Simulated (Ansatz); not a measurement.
Input for Ansatz (a quantum-chemistry and plane-wave program): R-B3LYP/def2-TZVPP on F2Se (SMILES F[Se]F), atoms moved off the minimum.

Ansatz 0.2 input:
```yaml
crystal:
  periodic: [false, false, false]
  atoms:
    - {symbol: Se, position_ang: [-0.02211141, -0.02969041, 0.51940233]}
    - {symbol: F, position_ang: [0.50873224, 1.14546431, -0.79085761]}
    - {symbol: F, position_ang: [-0.73396680, -1.24368767, -0.66639479]}
basis:
  gaussian:
    orbitals: def2-TZVPP
hamiltonian:
  xc: {name: B3LYP}
scf: {lower_state_search: off}
output: {forces: true}
```

Program output:

```
WARN ansatz: RAYON_NUM_THREADS=1 ignored (pool sized by the plan → 1); use --threads N
Functional definition: B3LYP
these checks for a lower state are left out or cut short: stability, starts, cluster_reference, orbital_swaps, neighbouring_geometries, increment
integrals: 0.03 GiB planned
721 factors; their error is unknown
mean field: 0.32 GiB planned
mean field evaluation 1: about -70781.4299 eV, gradient 5.0e1 eV
mean field evaluation 2: about -70761.2830 eV, gradient 1.2e2 eV
mean field evaluation 4: about -70785.2004 eV, gradient 2.1e0 eV
mean field evaluation 8: about -70785.5576 eV, gradient 3.9e-1 eV
mean field evaluation 16: about -70785.5577 eV, gradient 8.6e-6 eV
mean field -70785.55772671 eV, -2601.3212662823 hartree, gradient 6.9e-7 eV, S^2 0.000000; 0 other end points of the search recorded, 0 dependent functions left out
the calculation of the forces begins
reference -70785.55788575 eV, -2601.3212721270 hartree; 26, 26 occupied and 84, 84 virtual orbitals, 721 factors
Total energy: -70785.55788575 eV, -2601.3212721270 hartree
Atom 0 at    -0.022111    -0.029690     0.519402 Å, force    -0.219915    -0.061387    -2.917056 eV/Å
Atom 1 at     0.508732     1.145464    -0.790858 Å, force    -0.518651    -1.176804     1.513078 eV/Å
Atom 2 at    -0.733967    -1.243688    -0.666395 Å, force     0.738566     1.238192     1.403978 eV/Å
Dipole moment:     0.040737     0.009671     0.554178 e Å
Checks for a lower state left out: stability, starts, cluster_reference, orbital_swaps, neighbouring_geometries, increment
```

Self-consistency was reached.

Cost: about 2.1 core-seconds (a rough figure).
